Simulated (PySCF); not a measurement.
## Converging MgPb in the basis (HF)

PySCF, ROHF reference; triplet, unpaired electrons π ↑↑; De to Mg + Pb without counterpoise correction.

| basis | relativity | functions | Re (Å) | ωe (cm⁻¹) | De (eV) | μ (D) |
| --- | --- | --- | --- | --- | --- | --- |
| cc-pVDZ/cc-pVDZ-PP | scalar-relativistic core potentials | 41 | 3.133 | 104 | 0.16 | -2.53 |
| def2-SVP | scalar-relativistic core potentials | 44 | 3.145 | 100 | 0.16 | -2.52 |
| def2-SVPD | scalar-relativistic core potentials | 53 | 3.138 | 102 | 0.17 | -2.49 |
| aug-cc-pVDZ/aug-cc-pVDZ-PP | scalar-relativistic core potentials | 59 | 3.122 | 106 | 0.17 | -2.53 |

Question: How does each smaller set differ from the one with most functions, aug-cc-pVDZ/aug-cc-pVDZ-PP?

Answer: cc-pVDZ/cc-pVDZ-PP: +1.1 pm, -1.9 % in ωe, -0.01 eV in De; def2-SVP: +2.3 pm, -5.7 % in ωe, -0.01 eV in De; def2-SVPD: +1.6 pm, -3.8 % in ωe, +0.00 eV in De. All at HF; the set with most functions is neither the basis-set limit nor always the best.

A positive dipole means Mg(−)Pb(+). These are scalar-relativistic numbers at best; spin–orbit coupling would shift them, the dissociation energy most. UHF is strongly spin-contaminated for MgPb, so the ROHF reference used there is far from stable. Hartree–Fock leaves out correlation, which carries a large part of most bond energies and some tenths to 1 eV of ionisation energies. The state is the lowest determinant that a PBE0 search found; another state may lie lower at other levels.
